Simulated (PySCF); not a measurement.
**Core-level binding energies of TiF4**

TiF4 (singlet state).
Z-matrix (Å and degrees, PBE0-D3(BJ)/def2-SVP geometry), rows numbered from 1:
```
F 
Ti  1  1.7258
F   2  1.7255  1  109.57
F   2  1.7257  1  109.43  3  -119.96
F   2  1.7255  1  109.52  3   120.03
```

Method used: delta-SCF UKS SCAN, pcX-2 on the ionised atom, pcseg-1 elsewhere, spin-free X2C (PySCF 2.14.0). These are vertical core ionisation energies against the vacuum level, from separate self-consistent calculations with and without the core hole.

Question: List the computed XPS lines with their assignment.

Answer: 
```csv
atom(s),environment,level,binding energy (eV),count
F1/F3/F4/F5,fluorine bonded to Ti,F 1s,692.94,4
```

Question: Which photon energy gives electrons from F 1s of F1/F3/F4/F5 a kinetic energy of 200 eV, and what is their de Broglie wavelength?

Answer: hν = 692.94 + 200 = 892.94 eV, recoil neglected; λ = 12.264 Å/√(E/eV) = 0.87 Å.

Atoms equivalent by their bonding share one computed value, that of the first of them. No level of titanium is listed. Geometry: PBE0-D3(BJ)/def2-SVP; no solvent, vibrations or thermal averaging.

Hardware: one thread, Arm Neoverse V1 (aarch64), shared host. Cost: 3.5 s, 0.48 GiB resident at most.
